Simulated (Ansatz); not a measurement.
Cost and result for the atomization energy of `O=C(F)C(F)(F)F` (7 atoms, 6 bonds).

```xyz
7

O     1.389    1.279    0.038
C     0.349    0.796    0.280
F    -0.568    1.359    1.055
C    -0.173   -0.561   -0.233
F    -0.435   -1.361    0.796
F    -1.291   -0.380   -0.929
F     0.730   -1.133   -1.006
```

The species carries charge 0 and has multiplicity 1. The geometry is a stationary point of PBE0-D4/def2-TZVP. Program: Ansatz. All runs use 4 threads of an Arm Neoverse V2 on a shared host. Times are those of one run each, without the atoms' runs, and a repeat can differ threefold. Electronic energies, without spin–orbit coupling; frozen cores. CCSD(T)/CBS adds CCSD(T) − MP2 in def2-TZVPP to the MP2 limit, and its time is that of the two runs behind it. T1 = 0.014. B3LYP takes the VWN-RPA correlation (the form of Gaussian; ORCA's B3LYP/G). HSE06 is the plane-wave form, built on full-range PBE exchange.

CCSD(T)/CBS is a level of theory with its own doubt, some kJ/mol a heavy atom from the limit and from the frozen cores, so smaller differences don't rank the functionals.

| level | functions | wall time |
| --- | --- | --- |
| revPBE-D4/def2-TZVPP | 217 | 1.1 s |
| PBE-D4/def2-TZVPP (with forces) | 217 | 1.4 s |
| HSE06-D4/def2-TZVPP | 217 | 2 s |
| PBE0-D4/def2-TZVPP | 217 | 2.2 s |
| B3LYP-D4/def2-TZVPP (with forces) | 217 | 3 s |
| r2SCANh-D4/def2-TZVPP | 217 | 3.2 s |
| RPA@PBE/def2-TZVPP | 217 | 3.3 s |
| ωB97X-V/def2-TZVPP | 217 | 4.7 s |
| CCSD(T)/def2-SVP | 98 | 6 s |
| ωB97M-V/def2-TZVPP (with forces) | 217 | 7 s |
| MP2/def2-QZVPP | 399 | 12 s |
| CCSD(T)/def2-TZVPP | 217 | 2.4 min |
| CCSD(T)/CBS(def2) | – | 2.6 min |

What atomization energy does each give, and how far from CCSD(T)/CBS? (Best estimate.)

The calculation gave: 
```csv
level,atomization (kcal/mol),difference from CCSD(T)/CBS,per bond
revPBE-D4/def2-TZVPP,746.5,14.7,2.4
PBE-D4/def2-TZVPP (with forces),782.3,50.5,8.4
HSE06-D4/def2-TZVPP,741.8,10.0,1.7
PBE0-D4/def2-TZVPP,740.7,8.9,1.5
B3LYP-D4/def2-TZVPP (with forces),727.3,-4.5,-0.8
r2SCANh-D4/def2-TZVPP,729.5,-2.3,-0.4
RPA@PBE/def2-TZVPP,650.7,-81.1,-13.5
ωB97X-V/def2-TZVPP,737.8,6.0,1.0
CCSD(T)/def2-SVP,697.6,-34.2,-5.7
ωB97M-V/def2-TZVPP (with forces),738.3,6.5,1.1
MP2/def2-QZVPP,768.0,36.2,6.0
CCSD(T)/def2-TZVPP,709.3,-22.5,-3.8
CCSD(T)/CBS(def2),731.8,0.0,0.0
```

From r2SCAN to r2SCAN0 (25 % exact exchange), in def2-TZVPP and without D4, the atomization energy moves by −33.9 kcal/mol: exact exchange takes away binding that semilocal exchange gives to molecules. The D4 term adds +4.7 kcal/mol with B3LYP and +2.4 kcal/mol with PBE0; it sums over pairs of atoms, weighted by their polarisabilities, and B3LYP, whose exchange is more repulsive, gets the larger term. At CCSD(T), def2-SVP lies −34.2 kcal/mol from the extrapolated value and def2-TZVPP −22.5 kcal/mol: correlation converges slowly with the basis, and small sets miss more of it in the bonded molecule than in its fragments.
